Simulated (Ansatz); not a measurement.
Cost and result for the atomization energy of `CO[Si](C)(N)Br` (14 atoms, 13 bonds).

Z-matrix (Å, degrees):
```
C
O 1 1.411
H 1 1.094 2 110.7
H 1 1.095 2 111.4 3 -121.1
H 1 1.091 2 108.1 3 119.2
Si 2 1.631 1 124.4 3 74.1
N 6 1.701 2 112.4 1 53.0
C 6 1.846 2 105.4 1 -179.6
Br 6 2.241 2 109.5 1 -61.3
H 7 1.004 6 122.2 2 -125.2
H 7 1.006 6 123.2 2 69.0
H 8 1.091 6 110.6 2 54.3
H 8 1.091 6 110.6 2 175.0
H 8 1.094 6 110.0 2 -65.2
```

The species carries charge 0 and has multiplicity 1. Correlated methods include outer-core shells of Br, which these sets cover unevenly. Scalar relativity is left out up to krypton. All single points use the PBE0-D4/def2-TZVP geometry. It is one conformer, not always the lowest. Program: Ansatz. All runs use 2 threads of an AMD EPYC 7R13 on a shared host and a share of an NVIDIA H100 80 GB. Times are those of one run each, without the atoms' runs, and a repeat can differ threefold. Electronic energies, without spin–orbit coupling; frozen cores. CCSD(T)/CBS adds CCSD(T) − MP2 in def2-TZVPP to the MP2 limit, and its time is that of the two runs behind it. T1 = 0.009. With those shells the extrapolation isn't a true limit. B3LYP takes the VWN-RPA correlation (the form of Gaussian; ORCA's B3LYP/G).

CCSD(T)/CBS is a level of theory with its own doubt, some kJ/mol a heavy atom from the limit and from the frozen cores, so smaller differences don't rank the functionals.

```
                             level  functions  wall time  atomization (kJ/mol)  difference from CCSD(T)/CBS  per bond
   PBE-D4/def2-TZVPP (with forces)        326        7 s                5336.4                         61.5       4.7
                ωB97X-V/def2-TZVPP        326      9.5 s                5276.3                          1.4       0.1
r2SCAN-D4/def2-TZVPP (with forces)        326      9.5 s                5264.9                        -10.0      -0.8
                 B2PLYP/def2-TZVPP        326       11 s                5198.0                        -76.9      -5.9
 B3LYP-D4/def2-TZVPP (with forces)        326       11 s                5256.2                        -18.7      -1.4
                PBE0-D4/def2-TZVPP        326       14 s                5256.4                        -18.5      -1.4
  ωB97M-V/def2-TZVPP (with forces)        326       14 s                5277.7                          2.8       0.2
                    MP2/def2-QZVPP        627       15 s                5296.2                         21.3       1.6
                CCSD(T)/def2-TZVPP        326       16 s                5121.7                       -153.2     -11.8
                 CCSD(T)/CBS(def2)          –       31 s                5274.9                          0.0       0.0
```

From PBE to PBE0 (25 % exact exchange), in def2-TZVPP and without D4, the atomization energy moves by −75.0 kJ/mol: exact exchange takes away binding that semilocal exchange gives to molecules. The D4 term adds +56.7 kJ/mol with B3LYP and +30.2 kJ/mol with PBE0; it sums over pairs of atoms, weighted by their polarisabilities, and B3LYP, whose exchange is more repulsive, gets the larger term. In def2-TZVPP, CCSD(T) changes the Hartree–Fock value by +1297.8 kJ/mol (the triples alone add +73.0 kJ/mol) and MP2 by +1381.4 kJ/mol; breaking electron pairs costs correlation energy, which Hartree–Fock lacks.
